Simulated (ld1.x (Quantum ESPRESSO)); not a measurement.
**aluminium (Al), TM: configuration errors across variants**

* Element: Al
* Generator: ld1.x (Quantum ESPRESSO) 7.5
* Type: norm-conserving Troullier–Martins (Kleinman–Bylander form)
* Functional: LDA (PZ)
* Relativity: non-relativistic
* Frozen core: [Ne]
* Valence charge: 3
* Reference configuration: 3s2 3p1
* Partial waves: 3s (bound): rc 1.40 bohr; 3p (bound): rc 1.65 bohr
* Local potential: the p channel
* Core correction: Bessel-smoothed model core inside 0.95 bohr

All-electron excitation energies from the reference (eV): (1) 3s2 3p0 5.857; (2) 3s1 3p0 25.199; (3) 3s2 3p0.5 2.129; (4) 3s2 3p1.3 -0.600; (5) 3s0 3p3 10.435; (6) 3s1 3p2 5.122; (7) 3s1 3p1 11.637; (8) 3s2 3p1 spin -0.136; (9) 3s1 3p0 spin 24.772.

Spin tests fill each open shell by Hund’s rule, majority spin first.

Tests that are not counted but printed errors over 1 eV. “wave 3s (bound): rc 1.40 bohr becomes 3s (bound): rc 0.90 bohr”: 3s2 3p0.5 (solver errors, printed error -26.3 eV); 3s2 3p1 (spin-polarised) (solver errors, printed error -1.2 eV).

A true bound ghost makes a file unfit for plane-wave use even where its test errors are small: the radial tests pick states by their node count and pass the ghost by.

Errors AE − PS in meV (a dash: test not solved or not reliable):

| change | (1) | (2) | (3) | (4) | (5) | (6) | (7) | (8) | (9) | bound ghosts |
| --- | --- | --- | --- | --- | --- | --- | --- | --- | --- | --- |
| base | +1.5 | +4.3 | +0.3 | +0.1 | -6.1 | -1.5 | +2.6 | +0.2 | -3.1 | none |
| wave 3s (bound): rc 1.40 bohr becomes 3s (bound): rc 0.90 bohr | -2.0 | -2.7 | – | -0.1 | -89 | -24 | – | – | +170 | not determined |
| wave 3s (bound): rc 1.40 bohr becomes 3s (bound): rc 1.10 bohr | -0.1 | +9.0 | 0.0 | 0.0 | -76 | -15 | -4.6 | +0.2 | +11 | s |
| wave 3s (bound): rc 1.40 bohr becomes 3s (bound): rc 1.28 bohr | +1.4 | +6.7 | +0.3 | 0.0 | -21 | -4.4 | +1.1 | +0.2 | -1.6 | none |
| wave 3s (bound): rc 1.40 bohr becomes 3s (bound): rc 1.46 bohr | +1.4 | +3.9 | +0.3 | +0.1 | -2.4 | -0.7 | +3.1 | +0.1 | -2.5 | none |
| wave 3s (bound): rc 1.40 bohr becomes 3s (bound): rc 1.72 bohr | +1.1 | +4.2 | +0.3 | +0.1 | +3.4 | +0.5 | +4.2 | +0.1 | +0.8 | none |
| wave 3s (bound): rc 1.40 bohr becomes 3s (bound): rc 1.94 bohr | +1.0 | +4.4 | +0.3 | +0.1 | +4.3 | +0.7 | +4.4 | +0.1 | +1.5 | none |
| wave 3s (bound): rc 1.40 bohr becomes 3s (bound): rc 2.06 bohr | +1.2 | +4.0 | +0.3 | +0.1 | +1.6 | +0.2 | +3.8 | +0.1 | -0.3 | none |

(1) Give the same row for: wave 3s (bound): rc 1.40 bohr becomes 3s (bound): rc 1.54 bohr.

## Answers

(1) +1.3, +3.9, +0.3, +0.1, 0.0, -0.2, +3.5, +0.1, -1.4; bound ghosts: none.
